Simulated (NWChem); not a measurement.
Species: C3H4BFO; SMILES C1(=C)OCB1F

```xyz
10

C      1.3287    -1.6165     0.0000
C      0.3571    -0.6973     0.0000
O     -1.0206    -0.9670     0.0000
C     -1.4627     0.4434     0.0000
B      0.0783     0.8302     0.0000
F      0.7862     1.9416     0.0000
H      1.1159    -2.6818     0.0000
H      2.3666    -1.3026     0.0000
H     -2.0617     0.6589    -0.8924
H     -2.0617     0.6589     0.8924
```
Atoms are numbered in this order, from 1.

Program: NWChem. The geometry was optimised at B3LYP/6-31G* (spherical d).

**Question.** Estimate the computed values for PW6B95/def2-TZVP. Quantities: highest occupied level (eV); orbital gap (eV); dipole (D).

**Answer.** 
| Item | Value |
|---|---|
| highest occupied level (eV) | -7.07 |
| orbital gap (eV) | 5.36 |
| dipole (D) | 0.57 |
